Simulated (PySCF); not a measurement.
C₃H₁₀OSi₂, SMILES [SiH3][C@H]1O[C@@H](C)[SiH2]1. Coordinates come from a PBE-D3(BJ)/def2-SVP optimisation. The structure was generated by enumeration; whether it is a known compound was not checked.

Question: Give the equilibrium geometry at PBE-D3(BJ)/def2-SVP (PySCF confirms it by a frequency run) as bond lengths and angles. (An estimate is asked for; the answer gives what the named calculation found.)

Answer: 
Atoms: C1 C2 O3 C4 Si5 Si6 H7 H8 H9 H10 H11 H12 H13 H14 H15 H16. Bond lengths (Å): C1–C2 1.519, C1–H7 1.110, C1–H8 1.109, C1–H9 1.110, C2–O3 1.462, C2–Si6 1.927, C2–H10 1.116, O3–C4 1.464, C4–Si5 1.901, C4–Si6 1.920, C4–H11 1.116, Si5–H12 1.508, Si5–H13 1.505, Si5–H14 1.504, Si6–H15 1.507, Si6–H16 1.506. Bond angles (°): C2–C1–H7 110.3, C2–C1–H8 111.6, C2–C1–H9 110.6, H7–C1–H8 107.8, H7–C1–H9 108.0, H8–C1–H9 108.3, C1–C2–O3 111.4, C1–C2–Si6 120.0, C1–C2–H10 110.0, O3–C2–Si6 90.8, O3–C2–H10 109.1, Si6–C2–H10 113.7, C2–O3–C4 104.3, O3–C4–Si5 109.7, O3–C4–Si6 91.0, O3–C4–H11 111.2, Si5–C4–Si6 118.7, Si5–C4–H11 110.9, Si6–C4–H11 113.6, C4–Si5–H12 109.8, C4–Si5–H13 109.1, C4–Si5–H14 111.1, H12–Si5–H13 108.9, H12–Si5–H14 109.1, H13–Si5–H14 108.8, C2–Si6–C4 73.9, C2–Si6–H15 116.9, C2–Si6–H16 118.5, C4–Si6–H15 117.3, C4–Si6–H16 117.8, H15–Si6–H16 109.1.
